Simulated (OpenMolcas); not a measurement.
**Nb2+: the spin-orbit constant, worked from levels**

| Property | Result |
| --- | --- |
| Program | OpenMolcas 26.06 |
| Basis | ANO-RCC-VQZP [8s7p5d3f2g1h] |
| Scalar Hamiltonian | DKH2, point nucleus |
| Active space | 3 electrons in 5 orbitals (4d) |
| State averaging | 2S+1 = 4 even, 10 roots; 2S+1 = 2 even, 40 roots |
| Spin-orbit coupling | state interaction with AMFI integrals over the reference wave functions, term energies averaged over their components |

Methods: CASSCF; MS-CASPT2, IPEA 0.25 Eh, imaginary shift 0.1 Eh (closed shells correlated: 4s 4p). Measured levels: the list in Shadmi, J. Res. Natl. Bur. Stand. 70A, 435 (1966).

**The spin-orbit constant.** For the Hund term 4F of d3, E(J) = (A/2) J(J+1) + constant and ζ = 2S·A = 3A. From J = 3/2 to J = 9/2 the energy changes by 10.5 A.

| Source | E(9/2) - E(3/2) | A | ζ |
| --- | --- | --- | --- |
| CASSCF | 1930.3 | 183.8 | 552 |
| MS-CASPT2 | 1933.2 | 184.1 | 552 |
| measured | 1939.0 | 184.7 | 554 |

All in cm-1. MS-CASPT2 is off by -0.3 % and CASSCF by -0.4 %. Both methods take the spin-orbit matrix elements from the reference wave functions, so the second can move ζ only through the term energies and any multistate remixing. Second-order mixing with other terms is absorbed into this ζ.

CASPT2 does not keep the components of a term degenerate, so their means are used; among the terms shown or strongly mixed into the levels shown the widest spread is 680 cm-1 (4d3 4F, MS-CASPT2). Levels of configurations with an s electron are missing; early in the row they begin among the upper levels of the d shell and mix with terms of their name. Without dynamic correlation excited terms often stand tens of per cent too high (terms of higher spin than the ground term too low), and those without a measured partner can miss by more than the paired ones (holds for CASSCF). Measured partners are found by configuration, term and J. A level has none where our copy of the source lacks it or the pairing is in doubt (some pairs that miss far off the trend of their configuration count as doubtful), and it then counts in no deviation. Only configurations of the active space appear.
